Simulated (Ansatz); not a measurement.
Start from `[NH2][Mo](=[O])([OH])=[S]` and change one atom or group to get `[O]=[Mo]([OH])([OH])=[S]`.

Ansatz, PBE0-D4/def2-TZVP geometries, multiplicity 1. Each molecule was computed in one conformer, which needn't be the lowest.

Elements past krypton have def2 core potentials.

```
                                                                                  property  `[NH2][Mo](=[O])([OH])=[S]`
                                                     LUMO energy (ωB97M-V/def2-TZVPP) / eV                        -0.69
                                                         LUMO energy (PBE/def2-TZVPP) / eV                        -3.40
                                                       HOMO–LUMO gap (PBE/def2-TZVPP) / eV                         2.97
                                                        LUMO energy (PBE0/def2-TZVPP) / eV                        -2.72
                                                     HOMO energy (ωB97M-V/def2-TZVPP) / eV                        -9.73
ideal-gas entropy at 298 K and 1 bar (rigid rotor, harmonic PBE0-D4/def2-TZVP) / J/(mol·K)                          352
```

(1) Give the same properties after the change, and the shifts. (An estimate is asked.)

Results:

(1) Computed: 
```json
{"property": "LUMO energy (ωB97M-V/def2-TZVPP) / eV", "`[O]=[Mo]([OH])([OH])=[S]`": "-0.59", "shift": "0.10"}
{"property": "LUMO energy (PBE/def2-TZVPP) / eV", "`[O]=[Mo]([OH])([OH])=[S]`": "-3.33", "shift": "0.07"}
{"property": "HOMO–LUMO gap (PBE/def2-TZVPP) / eV", "`[O]=[Mo]([OH])([OH])=[S]`": "3.04", "shift": "0.07"}
{"property": "LUMO energy (PBE0/def2-TZVPP) / eV", "`[O]=[Mo]([OH])([OH])=[S]`": "-2.66", "shift": "0.06"}
{"property": "HOMO energy (ωB97M-V/def2-TZVPP) / eV", "`[O]=[Mo]([OH])([OH])=[S]`": "-9.72", "shift": "0.01"}
{"property": "ideal-gas entropy at 298 K and 1 bar (rigid rotor, harmonic PBE0-D4/def2-TZVP) / J/(mol·K)", "`[O]=[Mo]([OH])([OH])=[S]`": "350", "shift": "-2"}
```

The zero-point energy changes by -32.5 kJ/mol with -3 modes.
